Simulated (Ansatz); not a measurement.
CHF2 (SMILES F[CH]F), doublet, at a GFN2-xTB geometry.

Here is a job for Ansatz (an electronic-structure program).
Ansatz 0.2 input:
```yaml
crystal:
  periodic: [false, false, false]
  atoms:
    - {symbol: F, position_ang: [-1.10051584, -0.21340797, -0.06171724]}
    - {symbol: C, position_ang: [0.01021269, 0.45066975, 0.22629569]}
    - {symbol: F, position_ang: [1.09079420, -0.25278206, -0.08219690]}
    - {symbol: H, position_ang: [0.02621860, 1.49169176, -0.06254685]}
basis:
  gaussian:
    orbitals: def2-SVP
hamiltonian:
  xc: {name: PBE-QIDH}
magnetization: {spin_polarized: true, initial_magnetization: 1}
```

Question: What does this run give for the SCF-reference <S^2>, total energy?

Answer: 
SCF-reference <S^2>: 0.754
total energy: -237.8056 Eh
